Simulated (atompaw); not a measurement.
**Rh (Z = 45): one change to a PAW (atompaw) potential, before and after**

| Item | Value |
| --- | --- |
| Element | Rh (Z = 45) |
| Generator | atompaw 4.2.0.5 |
| Type | PAW |
| Functional | PBE |
| Relativity | scalar-relativistic |
| Frozen core | [Kr] |
| Valence charge | 9 |
| Reference configuration | 4d8 5s1 5p0 |
| Partial waves | 5s (bound): rc 2.35 bohr; 5s channel at 0.25 Ry: rc 2.35 bohr; 5p (bound, empty): rc 2.35 bohr; 5p channel at 1.95 Ry: rc 2.35 bohr; 4d (bound): rc 1.25 bohr; 4d channel at 1.6 Ry: rc 2.35 bohr |
| Local potential | troulliermartins scheme with l = 3 at 1 Ry, radius 1.55 bohr |
| Core correction | smooth core density matched at 1.90 bohr |
| Augmentation charge | sinc compensation charge, radius 2.05 bohr; PAW radius 2.35 bohr; waves and projectors: custom polynom2 7 10 vanderbiltortho |

All-electron outer shells of the reference configuration (PBE, scalar-relativistic, ld1.x):

```
shell  level (eV)  outermost node (bohr)  outermost maximum (bohr)
   4s      -82.49                   0.47                      0.88
   4p      -50.42                   0.47                      0.94
   4d       -5.94                   0.46                      1.14
   5s       -4.30                   1.19                      2.63
   5p       -0.85                   1.35                      3.93
```

Change: local potential troulliermartins scheme with l = 3 at 1 Ry, radius 1.94 bohr.

Cutoffs: the cutoffs (Ry, on a coarse ladder) from which the occupation-weighted sum of valence levels, in a spherical-Bessel basis at the reference potential, stays within 10 and 1 mRy of its value at 400 Ry; they do not see the model core or the augmentation charge, which bear on the density cutoff.

Task: What does the change do?

Result: Both files keep a bound ghost (p, s); the range in which the s phases agree widens (upper end 3.4 → at the end of the scan).

| quantity | base | changed |
| --- | --- | --- |
| cutoff, loose | over 300 Ry | over 300 Ry |
| cutoff, tight | over 300 Ry | over 300 Ry |
| bound ghosts | s, p | s, p |
| s: phases at 2.36 bohr within 0.05 rad from the reference energy up to (Ry; the scan ends near 5) | 3.4 | to the end of the scan |
| p: phases at 2.36 bohr within 0.05 rad from the reference energy up to (Ry; the scan ends near 5) | to the end of the scan | to the end of the scan |
| d: phases at 2.36 bohr within 0.05 rad from the reference energy up to (Ry; the scan ends near 5) | 2.1 | 2.2 |
| lowest overlap eigenvalue by channel | s 0.08, p 0.52, d 0.42 | s 0.13, p 0.51, d 0.42 |

 A true bound ghost makes a file unfit for plane-wave use even where its test errors are small: the radial tests pick states by their node count and pass the ghost by. The cutoffs see the waves, projectors and local potential, not the compensation charge or the core.
